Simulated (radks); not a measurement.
Task: These are the eigenvalues of the occupied orbitals of an atom or ion with whole-number occupations (hartree). Calculated with a radial shooting solver on a logarithmic mesh with Libxc functionals: non-relativistic Kohn-Sham, LB94 model potential, spin-unpolarised, spherical densities, point nucleus.

orbital  eigenvalue
1s        -22.61799
2s         -3.22057
2p         -2.73157

Which element is it, and in what charge state? The configuration may be excited.

Result: Z = 8, oxygen, charge +3: O3+ in [He] 2s2 2p1. The list shows which subshells hold electrons but not how many an open one holds; the 1s level, -22.618 hartree, gives Z - s = 6.7 by -(Z - s)^2/2, which with screening narrows Z to a few neighbours, and the depths of the outer levels then fix element, charge and occupations together.
